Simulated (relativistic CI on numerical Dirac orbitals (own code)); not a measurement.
**Calculated levels, I5+**

Calculated at this level of theory: Dirac-Coulomb-Breit CI, KLI orbitals optimised for each configuration, QED by a radiative potential, valence Slater integrals scaled by 0.85, P86 correlation estimate, and configurations built on the next ion tied to the tabulated ionisation energy (semi-empirical) (own radial code, finite nucleus).

CI space (outside the closed core [Kr]): 4d10.5s2, 4d10.5s.5d, 4d10.5s.6s, 4d10.5s.6p, 4d10.5s.5p, 4d10.5s.6d, 4d10.5s.7s, 4d10.5s.5f, 4d10.5s.6f, 4d10.5p2, 4d10.5d2, 4d10.4f2, 4d10.5s.5g, 4d10.5p.5d, 4d10.5s.4f, 4d10.4f.5p, 4d10.5f2, 4d9.5s2.4f, 4d10.5p.5f, 4d10.4f.5d, 4d10.5g2, 4d10.5p.5g, 4d9.5s.5p2, 4d10.5s.7p. Levels of other configurations are missing.

```
No.        Configuration  Term  J  E (cm⁻¹)    %  Lifetime (s)
 41          4d10.4f.5p‡    3G  5    382375   99      5.58e-10
 42          4d10.4f.5p‡    3D  3    386364   75      3.11e-10
 43          4d10.5p.5d‡   1P°  1    386732   89      7.00e-11
 44          4d10.5p.5d‡   1F°  3    387659   83      4.78e-11
 45          4d10.4f.5p‡    3D  2    387980   76      2.95e-10
 46          4d10.4f.5p‡    3D  1    389864   92      2.78e-10
 47          4d10.4f.5p‡    1G  4    392150   87      6.79e-10
 48          4d10.4f.5p‡    1D  2    393458   52      3.07e-10
 49           4d10.5s.6d    3D  1    401208   92      2.82e-10
 50           4d10.5s.6d    3D  2    401318   94      2.94e-10
 51           4d10.5s.5f   3F°  2    401524   99      1.08e-10
 52           4d10.5s.5f   3F°  3    401605   99      1.06e-10
 53           4d10.5s.6d    3D  3    401660   96      3.25e-10
 54           4d10.5s.5f   3F°  4    401717   99      1.05e-10
 55           4d10.5s.5f   1F°  3    403566   91      8.65e-11
 56           4d10.5s.6d    1D  2    410816   61      1.70e-10
 57           4d10.5s.7s    3S  1    417822  100      1.03e-10
 58           4d10.5s.7s    1S  0    420650  100      1.07e-10
 59           4d10.5s.7p   3P°  0    436842  100      4.60e-10
 60           4d10.5s.7p   3P°  1    437135   84      3.51e-10
 61           4d10.5s.7p   3P°  2    439110  100      4.40e-10
 62           4d10.5s.7p   1P°  1    440126   84      2.14e-10
 63           4d10.5s.5g    3G  3    440970   98      1.11e-10
 64           4d10.5s.5g    3G  4    441030   98      1.10e-10
 65           4d10.5s.5g    3G  5    441120   98      1.09e-10
 66           4d10.5s.5g    1G  4    441946   96      1.00e-10
 67           4d10.5s.6f   3F°  2    467938  100      1.48e-10
 68           4d10.5s.6f   3F°  3    467976   99      1.48e-10
 69           4d10.5s.6f   3F°  4    468033  100      1.48e-10
 70           4d10.5s.6f   1F°  3    468650   99      1.75e-10
 71          4d10.5p.5f‡    3F  2    496844   61      1.12e-10
 72          4d10.5p.5f‡    3F  4    497023   34      1.39e-10
 73          4d10.5p.5f‡    3F  3    497296   53      1.04e-10
 74          4d10.5p.5f‡    3G  3    498094   46      7.70e-11
 75            4d10.5d2‡    3F  4    506565   30      1.48e-10
 76            4d10.5d2‡    3F  3    507570   53      6.22e-11
 77            4d10.5d2‡    3F  2    507706   65      5.25e-11
 78          4d10.5p.5f‡    3G  4    510075   52      7.51e-11
 79            4d10.5d2‡    1D  2    511133   41      5.07e-11
 80          4d10.5p.5f‡    1F  3    511555   44      6.49e-11
 81            4d10.5d2‡    3P  0    513403   91      4.65e-11
 82          4d10.5p.5f‡    3G  5    513546   99      6.61e-11
 83            4d10.5d2‡    3P  1    513997   93      4.77e-11
 84          4d10.5p.5f‡    3F  3    514093   37      4.83e-11
 85            4d10.5d2‡    3F  4    514324   44      4.27e-11
 86          4d10.5p.5f‡    3D  2    514406   51      5.63e-11
 87            4d10.5d2‡    3P  2    514880   68      5.39e-11
 88          4d10.5p.5f‡    3D  1    515023  100      7.32e-11
 89  4d9.5s<3D>.5p2(3P)‡    5D  3    515933   61              
 90          4d10.4f.5d‡   1G°  4    516534   83      1.10e-10
 91          4d10.4f.5d‡   3H°  4    517778   85      1.19e-10
 92          4d10.4f.5d‡   3H°  5    518320   98      1.24e-10
 93  4d9.5s<3D>.5p2(3P)‡    5D  2    518845   53              
 94          4d10.4f.5d‡   3F°  2    519127   97      9.35e-11
 95          4d10.4f.5d‡   3H°  6    519312   99      1.28e-10
 96          4d10.4f.5d‡   3F°  3    519421   98      9.66e-11
 97          4d10.4f.5d‡   3F°  4    519904   95      1.03e-10
 98  4d9.5s<3D>.5p2(3P)‡    5D  4    519943   82              
 99            4d10.5d2‡    1D  2    519968   42      5.60e-11
100          4d10.4f.5d‡   1D°  2    523143   96      9.85e-11
101  4d9.5s<3D>.5p2(3P)‡    5D  1    524686   67              
102          4d10.4f.5d‡   3G°  3    525160   94      1.14e-10
103          4d10.4f.5d‡   3G°  4    525803   95      1.19e-10
104          4d10.4f.5d‡   3G°  5    526271   95      1.25e-10
105            4d10.5d2‡    1S  0    526565   78      6.49e-11
106            4d10.5d2‡    1G  4    526935   55      3.78e-11
107  4d9.5s<1D>.5p2(3P)‡    3F  2    528168   58              
108  4d9.5s<3D>.5p2(3P)‡    5F  3    529059   40              
109          4d10.4f.5d‡   3D°  2    529458   84      8.50e-11
110          4d10.4f.5d‡   3D°  1    529548   94      8.61e-11
```

Energies count from the lowest computed level; ° marks odd parity; lifetimes are radiative, by E1, M1, E2 decay to levels of this space only; some are left blank where a channel outside the calculation adds to the decay or the decay crosses a small, uncertain gap. Percentages are summed over parent terms; the parents shown are those of the largest component, closed shells are left out there, and <> holds an intermediate term. ‡ marks configurations that were not tied to measured data.

The mean weight of the leading LS term, summed over parents, in these 70 levels is 79 %, and that of the leading jj configuration (from the same eigenvectors) 70 %.

Configurations that consist of the next ion and one excited electron were tied to the tabulated ionisation energy; Rydberg ones are usually within 1,000 to 3,000 cm⁻¹ and the lowest ones within about 6,000 (9,000 in d shells), while levels on excited terms of the next ion carry the error of that term, and the other configurations can be misplaced by 10,000 cm⁻¹ or more. Rates follow the energies as ν³ (E1, M1) or ν⁵ (E2), so rates, branching and lifetimes can be off by large factors. Levels and lines within the n = 5 or 6 shells can be off by up to 10 % or somewhat more, and those that change n by about 2 %, since core polarisation is missing. 30 of the 36 excited levels that our extract of the measured tables holds in this range could be paired (the sources list more); they are missed by 2864 cm⁻¹ on average and 6150 at most, and levels without a partner can miss by more.

LS names give the leading component of a level, which can be under half, so a name can repeat, a term be missing and a line seem to break the LS rules.
